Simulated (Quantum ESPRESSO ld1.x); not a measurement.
The numbers below are computed, except where a source is named.
Question: The vanadium ion V3+, 20 electrons, occupied as [Ar] 3d2 (the NIST ground configuration). Code: ld1.x of Quantum ESPRESSO 7.5. Model: Dirac Kohn-Sham, B86b exchange with PBE correlation, spin-unpolarised, spherical densities, point nucleus; open shells are shared between the two j in proportion to 2j + 1. Some entries of the table are withheld. Estimate them.

orbital  occ.  eigenvalue (Ry)  <1/r> (bohr^-1)
1s1/2       2         -396.875            22.84
2s1/2       2         -46.8661            4.814
2p1/2       2         -39.8986            4.749
2p3/2       4         -39.3767            4.683
3s1/2       2         -7.63096            1.505
3p1/2       2         -5.72561            1.388
3p3/2       4         -5.66194            1.374
3d3/2     0.8         -2.72185              (1)
3d5/2     1.2         -2.71563              (2)

Answer: 
(1) 3d3/2 <1/r> (bohr^-1): 1.091
(2) 3d5/2 <1/r> (bohr^-1): 1.088
